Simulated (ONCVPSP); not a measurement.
# What one change does to a pseudopotential (lanthanum, ONCV)

La (Z = 57), optimised norm-conserving Vanderbilt (ONCV), made with ONCVPSP 4.0.1 (PBE, scalar-relativistic). Core [Kr] 4d10, reference 5s2 5p6 5d1 6s2. Waves: 5s+6s: rc 2.55 bohr, ncon 4, nbas 7, qcut 4.8 1/bohr, 2 projectors; 5p: rc 1.95 bohr, ncon 4, nbas 7, qcut 4.9 1/bohr, 2 projectors, debl 1.6 Ha; 5d: rc 2.75 bohr, ncon 3, nbas 6, qcut 3.9 1/bohr, 3 projectors, debl 1.2 Ha; f scattering state at 0.26 Ha: rc 2.10 bohr, ncon 3, nbas 8, qcut 5.3 1/bohr, 2 projectors, debl 3.9 Ha. Local part: polynomial inside 1.55 bohr (lpopt 5, dvloc0 6 Ha). Core correction: Teter function fitted to the true core (icmod 2), fcfact 0.6.

In the f channel the program set the typed energies aside and used -0.160, 3.740 Ha.

Change: s: qcut 3.1; p: qcut 3.1; d: qcut 2.5; f: qcut 3.4.

Cutoffs: the cutoffs (Ha) at which the residual kinetic energy of the hardest occupied pseudo-wave falls to 1 and 0.1 mHa per electron; they do not see the model core or the augmentation charge, which bear on the density cutoff. Errors are all-electron minus pseudo energies relative to the spin-unpolarised reference configuration.

**Question.** Predict the effect on cutoff, ghosts and configuration errors.

**Answer.** The potential gets harder (12 Ha and 33 Ha → 32 Ha and 39 Ha); of the 4 tests that both files solve, the error grows in 3 and shrinks in 1 by more than 15 % and 0.3 meV (median size 2.0 → 7.5 meV); neither file shows a bound ghost.

```csv
quantity,base,changed
"cutoff, loose",12 Ha,32 Ha
"cutoff, tight",33 Ha,39 Ha
loose cutoff by channel,"s 7.9 Ha, p 12 Ha, d 5.6 Ha","s 5.6 Ha, p 32 Ha, d 15 Ha"
bound ghosts,none,none
GHOST(+) flags under 300 eV,none,none
"error for 5s2 5p6 5d1 6s1, meV [ΔE 5.97 eV]",-1.7,-2.4
"error for 5s2 5p6 5d1 6s0, meV [ΔE 16.85 eV]",-7.4,-13
"error for 5s2 5p6 5d0 6s0, meV [ΔE 35.80 eV]",+1.5,+19
"error for 5s2 5p6 5d1.5 6s1.5, meV [ΔE 0.35 eV]",-2.2,-0.7
s: phases at 2.58 bohr within 0.05 rad from the reference energy up to (Ha; the scan ends near 5),3.5,2.8
p: phases at 1.98 bohr within 0.05 rad from the reference energy up to (Ha; the scan ends near 5),3.2,3.3
d: phases at 2.79 bohr within 0.05 rad from the reference energy up to (Ha; the scan ends near 5),to the end of the scan,to the end of the scan
f: phases at 2.13 bohr within 0.05 rad from the reference energy up to (Ha; the scan ends near 5),0.2,0.6
"rms error of d²Exc/dni dnj with the model core, mHa",1.06,1.72
```

Base: The cutoffs count occupied waves only; projector 2 of the f channel, the hardest unoccupied one, needs 151 Ha at the loose tolerance. Changed file: The cutoffs count occupied waves only; projector 2 of the f channel, the hardest unoccupied one, needs 110 Ha at the loose tolerance.
